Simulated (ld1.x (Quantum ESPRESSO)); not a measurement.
Ranking RRKJ potentials for scandium (Sc)

All share these settings but for the change named:

- Element: Sc
- Generator: ld1.x (Quantum ESPRESSO) 7.5
- Type: norm-conserving RRKJ (Kleinman–Bylander form)
- Functional: PBE
- Relativity: scalar-relativistic
- Frozen core: [Ar]
- Valence charge: 3
- Reference configuration: 3d1 4s0.5 4p0 (charge +1.5)
- Partial waves: 4p (bound, empty): rc 2.90 bohr; 3d (bound): rc 1.50 bohr; 4s (bound): rc 3.05 bohr
- Local potential: the s channel
- Core correction: Bessel-smoothed model core, default radius (core density twice the valence density)

Test errors are all-electron minus pseudo excitation energies from the reference, over 3d1 4s2 4p0; 3d1 4s1 4p0; 3d1 4s0 4p0; 3d2 4s0 4p0; 3d0 4s2 4p0; 3d0 4s2 4p1; 3d2 4s1 4p0. None of these files shows a bound ghost.

The base gives 519.6 meV.

Of 6 variants that were run, those that failed, showed a ghost or another fault, or gave nearly equal values are left out.

A variant can come out equal or close to the base, since the largest error may sit in a test that the change hardly touches while other tests move.

Task: Rank these variants by their largest absolute test error, smallest first.
A. wave 4s (bound): rc 3.05 bohr becomes 4s (bound): rc 4.20 bohr
B. core correction Bessel-smoothed model core inside 0.98 bohr
C. functional BLYP
D. wave 3d (bound): rc 1.50 bohr becomes 3d (bound): rc 1.84 bohr

Result: A (332.0 meV), D (416.2 meV), C (472.7 meV), B (578.9 meV).
